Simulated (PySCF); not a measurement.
An unknown shows these calculated signals:

1H NMR (600 MHz, computed): δ 3.57 (br s, 2H), 1.03 (t, J = 8.9 Hz, 3H), 0.48 (q, J = 8.9 Hz, 2H).

13C{1H} NMR (computed): δ 10.1 (CH3), 9.8 (CH2).

- PBE0-D3(BJ)/def2-SVP structure
- shieldings: GIAO PBE0/pcSseg-1
- J: B3LYP/pcJ-1 (spin–dipole term only in couplings to heteroatoms)
- program: PySCF
- rapidly exchanging positions averaged, gas phase, non-relativistic, a single conformation

References, each an isolated molecule treated in the same way: 1H, 13C vs TMS.

Which of these does the molecule contain: a CH3CH2 unit, an ester, a vinyl group CH=CH2, an OH group, a ketone?

Results:


- A CH3CH2 unit: yes (δC 10.1, 9.8; δH 1.03 (t), 0.48 (q)).
- An ester: no.
- A vinyl group CH=CH2: no.
- An OH group: yes (δH 3.57 (br s)).
- A ketone: no.

The data belong to `OB(CC)O`, C2H7BO2; they needn't prove each group on their own.

Carbon signals by region: 2 below 50 ppm.

Exchangeable OH/NH protons stand at their gas-phase positions; hydrogen bonding in a real sample shifts them, mostly to higher δ. A carbon bonded to boron is broadened by the quadrupolar boron nucleus and is often missing from a measured spectrum. Splittings below 1 Hz are ignored in the labels, and close J values are merged. Unscaled 3J(H,H) at this level run about 10 % above measured values. Shifts are as computed. Against solution values, carbons near 30 ppm lie about +2 ppm off and those near 130 ppm about +5 ppm. Of 1211 compounds with measured shifts, 218 miss one by over three times the rms of a fit or turn the order of signals round; such compounds aren't used in these exercises.
